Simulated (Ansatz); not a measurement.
Consider the ligand exchange at the Si–N bond: `BN([SiH3])CC=C` + `COCS` → `COCS[SiH3]` + `BNCC=C`.

Program: Ansatz. Geometries: PBE0-D4/def2-TZVP. ΔE: electronic, gas phase. CCSD(T)/CBS is the MP2 limit (def2-TZVPP, def2-QZVPP) plus CCSD(T) − MP2 in def2-TZVPP, frozen cores. This one scheme is used for every species. Functionals use def2-TZVPP. One conformer a species, not always the lowest.

`BN([SiH3])CC=C`:

Z-matrix (Å, degrees):
```
Si
N 1 1.757
H 1 1.485 2 111.9
H 1 1.487 2 108.1 3 119.2
H 1 1.480 2 108.3 3 -121.0
C 2 1.466 1 116.8 3 -78.2
B 2 1.396 1 121.6 3 99.9
C 6 1.495 2 112.1 1 62.0
H 6 1.094 2 107.6 1 -176.8
H 6 1.096 2 109.9 1 -59.8
H 7 1.200 2 119.3 1 -178.5
H 7 1.197 2 119.3 1 1.4
C 8 1.325 6 124.2 2 -120.7
H 8 1.088 6 115.7 2 58.4
H 13 1.086 8 121.3 6 -0.1
H 13 1.084 8 121.7 6 -179.8
```

`COCS`:

```xyz
10

C     0.794   -1.089    0.377
O    -0.499   -0.548    0.499
C    -0.569    0.810    0.231
S    -0.307    1.285   -1.510
H     1.493   -0.597    1.067
H     1.173   -0.984   -0.645
H     0.724   -2.145    0.631
H    -1.557    1.146    0.543
H     0.194    1.375    0.783
H    -1.446    0.748   -1.975
```

`COCS[SiH3]`:

Z-matrix (Å, degrees):
```
C
O 1 1.409
H 1 1.089 2 106.9
H 1 1.098 2 110.9 3 -119.1
H 1 1.095 2 111.2 3 119.6
C 2 1.384 1 114.1 3 177.8
S 6 1.840 2 115.1 1 68.8
H 6 1.097 2 112.1 1 -50.6
H 6 1.090 2 106.9 1 -170.7
Si 7 2.133 6 97.9 2 55.6
H 10 1.484 7 105.8 6 166.1
H 10 1.485 7 112.7 6 -74.8
H 10 1.487 7 109.7 6 46.9
```

`BNCC=C`:

Cartesian coordinates in Å:
```
B -1.444 -1.783 0.702
N -0.266 -1.103 0.447
C -0.026 -0.139 -0.608
C 0.327 1.210 -0.067
C 1.454 1.850 -0.339
H -1.485 -2.540 1.628
H -2.387 -1.595 -0.014
H 0.531 -1.239 1.051
H -0.942 -0.079 -1.202
H 0.773 -0.486 -1.273
H -0.408 1.657 0.598
H 2.205 1.418 -0.995
H 1.668 2.829 0.074
```

**Question.** Is it downhill or uphill in electronic energy at CCSD(T)/CBS, and by how much? (An estimate is asked.)

**Answer.** Ansatz gave: Downhill: ΔE = -21.8 kJ/mol.

**Question.** What do these levels give: PBE-D4, HF/def2-TZVPP, MP2/def2-TZVPP, CCSD/def2-TZVPP, SCS-MP2/def2-QZVPP, HF/CBS(def2)? (Best estimate.)

**Answer.** The calculation gave: PBE-D4 -32.4, HF/def2-TZVPP -21.0, MP2/def2-TZVPP -19.7, CCSD/def2-TZVPP -18.7, SCS-MP2/def2-QZVPP -19.0, HF/CBS(def2) -19.6 kJ/mol.

Largest T1 diagnostic among the species: 0.012.

The D4 term adds +4.0 kJ/mol with B3LYP and +2.3 kJ/mol with PBE0; it sums over pairs of atoms, weighted by their polarisabilities, and B3LYP, whose exchange is more repulsive, gets the larger term.

B3LYP here is the variant with VWN-RPA as its local correlation; programs differ in this.
